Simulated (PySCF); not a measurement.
Basis-set dependence of LiI at PBE0

PySCF, UKS reference; singlet, unpaired electrons none; De to Li + I without counterpoise correction.

| basis | relativity | functions | Re (Å) | ωe (cm⁻¹) | De (eV) | μ (D) |
| --- | --- | --- | --- | --- | --- | --- |
| def2-SVP | scalar-relativistic core potentials | 35 | 2.384 | 500 | 3.70 | -7.31 |
| cc-pVDZ/cc-pVDZ-PP | scalar-relativistic core potentials | 37 | 2.417 | 492 | 3.66 | -7.07 |
| def2-SVPD | scalar-relativistic core potentials | 47 | 2.394 | 495 | 3.77 | -7.29 |
| aug-cc-pVDZ/aug-cc-pVDZ-PP | scalar-relativistic core potentials | 55 | 2.417 | 487 | 3.69 | -7.30 |
| cc-pVTZ/cc-pVTZ-PP | scalar-relativistic core potentials | 69 | 2.393 | 499 | 3.70 | -7.14 |

Q: How does each smaller set differ from the one with most functions, cc-pVTZ/cc-pVTZ-PP?

A: def2-SVP: -0.9 pm, +0.2 % in ωe, +0.00 eV in De; cc-pVDZ/cc-pVDZ-PP: +2.4 pm, -1.4 % in ωe, -0.04 eV in De; def2-SVPD: +0.1 pm, -0.8 % in ωe, +0.07 eV in De; aug-cc-pVDZ/aug-cc-pVDZ-PP: +2.4 pm, -2.4 % in ωe, -0.01 eV in De. All at PBE0; the set with most functions is neither the basis-set limit nor always the best.

A positive dipole means Li(−)I(+). Measured (Huber and Herzberg, Constants of Diatomic Molecules (1979)): Re = 2.391924 Å, ωe = 498.16 cm⁻¹. Spin–orbit coupling is left out, which matters for elements this heavy, above all for dissociation energies.
